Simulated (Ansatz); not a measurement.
Species: bromosilane, sum formula SiH3Br, net charge 0, singlet state. SMILES: [SiH3]Br
Geometry from a B3LYP-D3(BJ)/def2-TZVP (Ansatz, a first-principles code) optimisation:
```xyz
5

Si    -1.4775    -0.0217     0.0219
Br     0.7574     0.0111    -0.0112
H     -1.9632     1.3690    -0.0622
H     -1.9472    -0.8065    -1.1360
H     -1.9135    -0.6482     1.2847
```

Property: atomisation energy (electronic, to ground-state atoms), in kJ/mol. Correlated levels leave the core frozen unless marked. UHF or UKS for open shells. Spin-orbit coupling is left out. The frozen core is the preceding noble-gas configuration, with the filled d and f shells of earlier blocks. No relativistic terms. The coupled-cluster limit lacks core correlation, which all-electron functionals hold. CBS marks a two-point X^-3 extrapolation of the correlation energy; Hartree-Fock from the larger set.

| level | program | atomisation energy (kJ/mol) |
|---|---|---|
| PBE/def2-TZVPD | Ansatz | 1328.9 |
| PBE-D3(BJ)/def2-TZVPD | Ansatz + dftd3 | 1337.3 |
| BLYP-D3(BJ)/def2-TZVPD | Ansatz + dftd3 | 1334.6 |
| B3LYP/def2-TZVPD | Ansatz | 1339.4 |
| PBE0/def2-TZVPD | Ansatz | 1332.1 |
| HSE06-D4/def2-TZVPD | Ansatz + dftd4 | 1339.1 |
| wB97M-V/def2-TZVPD | Ansatz | 1355.9 |
| B2PLYP-D3(BJ)/def2-TZVPD | Ansatz + dftd3 | 1339.8 |
| MP2/6-31G | Ansatz | 992.8 |
| MP2/def2-SVP | Ansatz | 1253.2 |
| MP2/def2-QZVPP | Ansatz | 1342.3 |
| CCSD/def2-SVPD | Ansatz | 1263.8 |
| CCSD(T)/def2-TZVPP | Ansatz | 1327.0 |
| CCSD(T)/def2-QZVPP | Ansatz | 1350.1 |
| CCSD(T)/CBS(def2-TZVPPD,def2-QZVPPD) | Ansatz | 1364.8 |
